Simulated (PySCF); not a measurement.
Gas-phase reaction: GeCl2 + O3 → GeO + 2 ClO

Method: PySCF energies plus ideal-gas RRHO corrections (1 bar). † marks an energy on the PBE0/def2-TZVP geometry and frequencies; other levels use their own. 6-31G* has spherical d functions here. Open shells (unrestricted): ClO (multiplicity 2); the rest are closed-shell singlets. Spin-orbit splitting is ignored; it lowers the true energy and changes the entropy of ClO. B3LYP is the form with VWN-RPA correlation. Ge: all electrons, no relativistic terms. Strong static correlation: O3.

| level | ΔH°(298 K), kJ |
|---|---|
| B3LYP/6-31G* | 206 |
| BLYP/def2-TZVP† | ? |
| PBE/def2-SVP | 284 |
| PBE/def2-TZVP† | ? |
| PBE0/def2-SVP† | 251 |

Question: What belongs in the gaps?

Answer: 
- BLYP/def2-TZVP†, ΔH°(298 K), kJ: 171
- PBE/def2-TZVP†, ΔH°(298 K), kJ: 215
